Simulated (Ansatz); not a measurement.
CH5AsOSi (`C1O[SiH2][AsH]1`), relaxed with RKS PBE0-D4/def2-TZVP in Ansatz 0.2.0 from a PBE-D4/def2-SVP geometry. The force threshold is 0.005 eV/Å; the program also tests the step.

Total charge 0; spin multiplicity 1.

Start:

```xyz
9

C    -0.499    0.007    1.128
O    -0.545   -1.068    0.185
Si    0.562   -0.565   -1.012
As    0.735    1.434    0.287
H    -0.053   -0.322    2.091
H    -1.511    0.421    1.323
H    -0.049   -0.503   -2.387
H     1.780   -1.449   -1.079
H    -0.420    2.044   -0.535
```

How much energy does the relaxation release, and in how many steps? (Best estimate.)

The calculation gave: 5.65 kJ/mol, in 6 steps, 1 of them rejected.

Which bonds change most? (An estimate is asked.)

The calculation gave: O2–Si3 from 1.707 to 1.665 Å; Si3–As4 from 2.391 to 2.358 Å; C1–As4 from 2.065 to 2.035 Å; C1–H6 from 1.111 to 1.091 Å.

Give the relaxed structure. (An estimate is asked.)

Ansatz gave: 
```xyz
9

C    -0.488    0.013    1.117
O    -0.537   -1.052    0.169
Si    0.546   -0.559   -0.994
As    0.722    1.418    0.278
H    -0.045   -0.331    2.054
H    -1.487    0.408    1.308
H    -0.047   -0.504   -2.356
H     1.752   -1.429   -1.047
H    -0.415    2.036   -0.529
```
